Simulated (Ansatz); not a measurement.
A made-up structure of ZnBNH4, singlet:

B1  (-1.639, -0.354, 0.936)
Zn2  (1.644, 0.329, -0.952)
N3  (0.097, 0.017, -0.058)
H4  (-1.661, -0.854, 2.026)
H5  (-2.714, -0.086, 0.477)
H6  (1.743, 1.024, -2.311)
H7  (3.044, 0.073, -0.391)
(Å)

It is relaxed with PBE-D4/def2-SVP and then PBE0-D4/def2-TZVP (Ansatz 0.2.0). Atoms count as bonded within 1.22 times the sum of their covalent radii (H–H: 0.88 Å). The end point is not checked to be a true minimum.

(1) Does its bonding change? (Judge from chemistry; the calculation decides.)

Results:

(1) By the calculation: Yes. Formed: B1–N3, N3–H7; broken: Zn2–H7.

Where it ends: The first stage lowers the energy by 3.92 eV in 8 steps. It ends as ZnBNH₄ ([BH2][NH][ZnH]):
B1  (-0.810, -0.291, 0.680)
Zn2  (1.005, 0.580, -1.285)
N3  (0.531, -0.164, 0.329)
H4  (-1.139, -0.775, 1.730)
H5  (-1.653, 0.095, -0.093)
H6  (1.362, 1.198, -2.628)
H7  (1.216, -0.494, 0.993)
(Å)

Labels in which every atom is bracketed show which atoms are joined, not bond orders.

For scale, one of the runs: PBE0-D4/def2-TZVP relaxation, 134 basis functions, launched by `ansatz run in.yaml --threads 2 --pin off --events-out ev --progress --plain --max-ram 4352MiB`. The run took about 72 s on 2 CPU threads of an Arm Neoverse V2 (shared host).
